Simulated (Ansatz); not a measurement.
`[AlH2][B]([SiH3])O[SiH3]` + H₂ → `[SiH3]BO[SiH3]` + `[AlH3]` at 700 K and 1 bar (hydrogenolysis of a B–Al bond).

Gas-phase electronic energies from Ansatz, PBE0-D4/def2-TZVP geometries. CCSD(T)/CBS is the MP2 limit (def2-TZVPP, def2-QZVPP) plus CCSD(T) − MP2 in def2-TZVPP, frozen cores. This one scheme is used for every species. Each species was taken in one conformer, which may not be the lowest.

```json
{"species": "`[AlH2][B]([SiH3])O[SiH3]`", "CCSD(T)/CBS energy (Eh)": "-924.97253", "H − E (kJ/mol)": "294.9", "S (J/(mol·K))": "571.3"}
{"species": "H₂", "CCSD(T)/CBS energy (Eh)": "-1.17544", "H − E (kJ/mol)": "46.8", "S (J/(mol·K))": "155.3"}
{"species": "`[SiH3]BO[SiH3]`", "CCSD(T)/CBS energy (Eh)": "-682.38605", "H − E (kJ/mol)": "259.2", "S (J/(mol·K))": "485.8"}
{"species": "`[AlH3]`", "CCSD(T)/CBS energy (Eh)": "-243.78045", "H − E (kJ/mol)": "80.2", "S (J/(mol·K))": "251.4"}
```

H − E and S are ideal-gas, rigid-rotor, harmonic terms from PBE0-D4/def2-TZVP, for one conformer and one mirror image of each species. For small species the MP2-based limit differs from directly extrapolated CCSD(T) by up to some mEh (0.8 for H₂); such offsets cancel only in part. 1 Eh = 2625.50 kJ/mol, R = 8.31446 J/(mol·K).

Q: By hand: ΔE, ΔH, ΔS and ΔG.

A: ΔE = (-682.38605) + (-243.78045) − (-924.97253) − (-1.17544) = -0.01853 Eh = -48.7 kJ/mol. Δ(H − E) = 259.2 + 80.2 − 294.9 − 46.8 = -2.3, so ΔH = -51.0 kJ/mol. ΔS = 485.8 + 251.4 − 571.3 − 155.3 = 10.6 J/(mol·K). ΔG = -51.0 − 700 × (10.6)/1000 = -58.4 kJ/mol.

Q: By hand: the equilibrium constant, and the temperature at which ΔG would vanish if ΔH and ΔS stayed fixed.

A: log₁₀ K = −ΔG/(RT ln 10) = 4.4. ΔH and −TΔS have one sign here, so there is no such temperature.

The number of gas molecules stays the same, so ΔS is small and ΔH decides. A doubt of 5 kJ/mol in ΔE shifts log₁₀ K by 0.4 here. Other conformers and mirror images would add mixing entropy, several J/(mol·K) or more a flexible species. Modes under 60 cm⁻¹, often nearly free rotors, make the harmonic entropy too high. These are equilibria of isolated gas molecules and say nothing of rates. Largest T1 diagnostic: 0.014 (customary marks: 0.02 for closed shells, 0.045 for open ones).

ΔS is within the doubt of such terms, so its sign, and with it that verdict, could turn.
